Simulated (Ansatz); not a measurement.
Isomers of C₂H₇NOSi, relaxed with PBE0-D4/def2-TZVP in Ansatz; electronic energies, one conformer each and not always the lowest. Functionals use def2-TZVPP; CBS adds triple-zeta CCSD(T) − MP2 to the MP2 limit of def2-TZVPP and def2-QZVPP.

(1) Order them by energy at frozen-core CCSD(T)/CBS, lowest first. (Estimate.)
A. `CN1[SiH2]C1O`
B. `C/C(O)=N\[SiH3]`
C. `C1CO[SiH2]N1`
D. `C[Si@H]1O[C@@H]1N`

(2) How do PBE0-D4, ωB97M-V, PBE-D4, MP2/CBS(def2) place them (kcal/mol, against `C1CO[SiH2]N1`)? (Best estimate.)

Answers

(1) C (0.0 kcal/mol), B (21.2 kcal/mol), D (31.6 kcal/mol), A (64.3 kcal/mol).

(2) Ansatz gave: 
| isomer | PBE0-D4 | ωB97M-V | PBE-D4 | MP2/CBS(def2) |
| --- | --- | --- | --- | --- |
| `C[Si@H]1O[C@@H]1N` | 29.5 | 30.6 | 24.4 | 31.3 |
| `C/C(O)=N\[SiH3]` | 19.4 | 19.8 | 15.2 | 22.4 |
| `CN1[SiH2]C1O` | 60.3 | 63.1 | 55.2 | 64.8 |
